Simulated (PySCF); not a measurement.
Computed IR spectrum (relative IR intensity) of a molecule C3H7BO2. The structure is a stationary point at B3LYP-D3(BJ)/def2-SVP. One conformer was computed; it need not be the lowest. These are B3LYP-D3(BJ)/def2-SVP in PySCF values and carry that method's errors. Frequencies are harmonic and unscaled.

ν (cm⁻¹): 134 (vw), 479 (m), 618 (w), 768 (w), 913 (vw), 949 (m), 996 (s), 1004 (w), 1170 (vw), 1216 (m), 1307 (w), 1385 (m), 1403 (vw), 1464 (w), 1478 (w), 1482 (m), 1545 (vs), 3016 (w), 3037 (m), 3089 (w), 3097 (w), 3102 (m), 3880 (m) (against the strongest line: vs over 80 %, s over 45 %, m over 15 %, w over 4 %, vw less)

Task: Pick the molecule that these values belong to.
A) C=CB(O)CO
B) CB1OCCO1
C) CB1COCO1
D) C[C@@H]1COB1O

Result: D, C[C@@H]1COB1O
